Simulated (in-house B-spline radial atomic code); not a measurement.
RPA and G0W0 on SCAN: P⁸⁺

Configuration [He] 2s2 2p3, highest spin, mean-field start SCAN. Computed with a B-spline radial code for spherical atoms: all electrons, non-relativistic, point nucleus, each spin shell either full or empty, empty states to l = 9 with an (l + 1/2)⁻⁴ tail; G0W0 by contour deformation at full frequency.

Command:
```bash
python run_gw.py task.json out
```
Settings (radii: box in bohr, nucleus in fm):
```
Z                        15
electrons                7
configuration            [He] 2s2 2p3
hamiltonian              nr
method                   scan,scan
lmax                     9
spin_polarised           True
box_radius               7.7
intervals                46
```

Run time, properties included: 1.3 s on 1 thread of Arm Neoverse N1 (shared host).

Energies (hartree):

```json
{"term": "mean-field total", "value": "-305.61432"}
{"term": "Hartree-Fock functional on these orbitals", "value": "-305.39441"}
{"term": "direct second order", "value": "-0.43164"}
{"term": "second-order exchange", "value": "0.21273"}
{"term": "SOSEX correction", "value": "0.19206"}
```

**Question.** What is the RPA correlation energy, and what remains with SOSEX?

**Answer.** RPA gives -0.39043 hartree (-1.52 eV per electron); RPA + SOSEX gives -0.19837, and the second-order doubles -0.21891 hartree (no singles). SOSEX takes back 49 % of the RPA value.

Quasi-particle levels (eV):

```
  level  occupied  mean field  Σx - vxc     Σc  QP weight      G0W0
  2p up       yes     -350.90    -23.37      ?          ?         ?
2s down       yes     -374.49    -15.66  -3.43      0.976   -393.58
1s down       yes    -2347.79    -84.40  15.51      0.946  -2416.69
2p down        no     -328.60     23.62  -4.08      0.983   -309.06
```

G0W0 = mean field + (Σx - vxc) + Σc, with Σc (partial-wave tail included) taken at the quasi-particle energy. Levels of low weight are left out.

**Question.** Where does G0W0 put 2p up?

**Answer.** At -372.42 eV, with Σc = 1.85 eV and a quasi-particle weight of 0.975. The tabulated removal energy is 372.31 ± 0.21 eV (NIST, semi-empirical); the calculation leaves out relativity, Breit and QED terms, and what these don't explain is the method's own error.
